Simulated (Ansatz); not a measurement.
Problem. Name a neutral molecule of Al, S, Si and H with LUMO energy (ωB97M-V/def2-TZVPP) between -0.70 and -0.40 eV and LUMO energy (PBE/def2-TZVPP) between -2.90 and -2.60 eV (Ansatz, PBE0-D4/def2-TZVP geometry).

Solution. `[AlH2][S][AlH][SiH3]` (-0.44 eV, -2.85 eV). Other molecules can fit too; these were computed, each in one conformer that needn't be the lowest.
